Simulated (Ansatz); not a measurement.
`C[NH][Ga]([F])[Cl]` + H–F → `C[NH][Ga]([F])[F]` + HCl at 500 K and 1 bar (ligand exchange at a Ga–Cl bond).

Isolated molecules relaxed with PBE0-D4/def2-TZVP in Ansatz; ΔE leaves out vibrations. CCSD(T)/CBS is the MP2 limit (def2-TZVPP, def2-QZVPP) plus CCSD(T) − MP2 in def2-TZVPP, frozen cores. This one scheme is used for every species. For Ga outer-core shells are correlated without core-valence functions, which leaves a few kJ/mol of doubt a bond. Scalar relativity is left out up to krypton. One conformer a species, not always the lowest.

```
             species  CCSD(T)/CBS energy (Eh)  H − E (kJ/mol)  S (J/(mol·K))
`C[NH][Ga]([F])[Cl]`              -2578.78710           197.3          428.3
                 H–F               -100.39570            39.4          188.7
 `C[NH][Ga]([F])[F]`              -2218.78622           198.2          417.7
                 HCl               -460.38127            32.5          201.9
```

H − E and S are ideal-gas, rigid-rotor, harmonic terms from PBE0-D4/def2-TZVP, for one conformer and one mirror image of each species. 1 Eh = 2625.50 kJ/mol, R = 8.31446 J/(mol·K).

Q: By hand: ΔE, ΔH, ΔS and ΔG.

A: ΔE = (-2218.78622) + (-460.38127) − (-2578.78710) − (-100.39570) = 0.01531 Eh = 40.2 kJ/mol. Δ(H − E) = 198.2 + 32.5 − 197.3 − 39.4 = -6.0, so ΔH = 34.2 kJ/mol. ΔS = 417.7 + 201.9 − 428.3 − 188.7 = 2.6 J/(mol·K). ΔG = 34.2 − 500 × (2.6)/1000 = 32.9 kJ/mol.

Q: By hand: the equilibrium constant, and the temperature at which ΔG would vanish if ΔH and ΔS stayed fixed.

A: log₁₀ K = −ΔG/(RT ln 10) = -3.4. ΔG = 0 at ΔH/ΔS = 13154 K, far beyond where these terms or the molecules hold.

The number of gas molecules stays the same, so ΔS is small and ΔH decides. A doubt of 5 kJ/mol in ΔE shifts log₁₀ K by 0.5 here. Other conformers and mirror images would add mixing entropy, several J/(mol·K) or more a flexible species. These are equilibria of isolated gas molecules and say nothing of rates. Largest T1 diagnostic: 0.013 (customary marks: 0.02 for closed shells, 0.045 for open ones).
